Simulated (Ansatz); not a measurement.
Input for Ansatz (an electronic-structure program): R-B3LYP-D3(BJ)/def2-TZVP on H6SeSi (a complex).

Ansatz 0.2 input:
```yaml
crystal:
  periodic: [false, false, false]
  atoms:
    - {symbol: Si, position_ang: [0.08459283, -0.03408848, -0.08647474]}
    - {symbol: H, position_ang: [-0.34431916, -1.12980448, 0.78175364]}
    - {symbol: H, position_ang: [-0.86873996, 1.07092189, 0.02710892]}
    - {symbol: H, position_ang: [0.15173596, -0.48537903, -1.47194578]}
    - {symbol: H, position_ang: [1.39937881, 0.44081288, 0.34465365]}
    - {symbol: Se, position_ang: [-0.31930341, -0.00390967, 3.80285490]}
    - {symbol: H, position_ang: [-0.30808193, 0.76274958, 5.02120266]}
    - {symbol: H, position_ang: [-0.11190619, 1.17483864, 3.01227983]}
basis:
  gaussian:
    orbitals: def2-TZVP
hamiltonian:
  xc: b3lyp
  dispersion: d3bj
relax: {f_tol: 0.004, max_steps: 120}
scf: {lower_state_search: off}
```

What total energy does the run end on?

-2694.7131 hartree.

How many basis functions does it have, and what does it roughly cost on one machine?

121 functions; about 80 core-seconds (a rough figure).
